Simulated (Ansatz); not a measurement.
`S[SiH2][SnH3]` + H–F → `F[SiH2][SnH3]` + H₂S at 500 K and 1 bar (ligand exchange at the Si–S bond).

Program: Ansatz. Geometries: PBE0-D4/def2-TZVP. ΔE: electronic, gas phase. CCSD(T)/CBS adds triple-zeta CCSD(T) − MP2 to the extrapolated MP2 energy (def2 sets, frozen cores). This one scheme is used for every species. Elements past krypton have def2 core potentials. For Sn outer-core shells are correlated without core-valence functions, which leaves a few kJ/mol of doubt a bond. Each species was taken in one conformer, which may not be the lowest.

| species | CCSD(T)/CBS energy (Eh) | H − E (kJ/mol) | S (J/(mol·K)) |
| --- | --- | --- | --- |
| `S[SiH2][SnH3]` | -904.49431 | 170.0 | 426.9 |
| H–F | -100.39570 | 39.4 | 188.7 |
| `F[SiH2][SnH3]` | -605.93962 | 146.0 | 395.4 |
| H₂S | -398.97279 | 57.0 | 224.0 |

H − E and S are ideal-gas, rigid-rotor, harmonic terms from PBE0-D4/def2-TZVP, for one conformer and one mirror image of each species. 1 Eh = 2625.50 kJ/mol, R = 8.31446 J/(mol·K).

**Question.** By hand: ΔE, ΔH, ΔS and ΔG.

**Answer.** ΔE = (-605.93962) + (-398.97279) − (-904.49431) − (-100.39570) = -0.02240 Eh = -58.8 kJ/mol. Δ(H − E) = 146.0 + 57.0 − 170.0 − 39.4 = -6.4, so ΔH = -65.2 kJ/mol. ΔS = 395.4 + 224.0 − 426.9 − 188.7 = 3.8 J/(mol·K). ΔG = -65.2 − 500 × (3.8)/1000 = -67.1 kJ/mol.

**Question.** By hand: the equilibrium constant, and the temperature at which ΔG would vanish if ΔH and ΔS stayed fixed.

**Answer.** log₁₀ K = −ΔG/(RT ln 10) = 7.0. ΔH and −TΔS have one sign here, so there is no such temperature.

The number of gas molecules stays the same, so ΔS is small and ΔH decides. A doubt of 5 kJ/mol in ΔE shifts log₁₀ K by 0.5 here. Other conformers and mirror images would add mixing entropy, several J/(mol·K) or more a flexible species. These are equilibria of isolated gas molecules and say nothing of rates. Largest T1 diagnostic: 0.013 (customary marks: 0.02 for closed shells, 0.045 for open ones).

ΔS is within the doubt of such terms, so its sign, and with it that verdict, could turn.
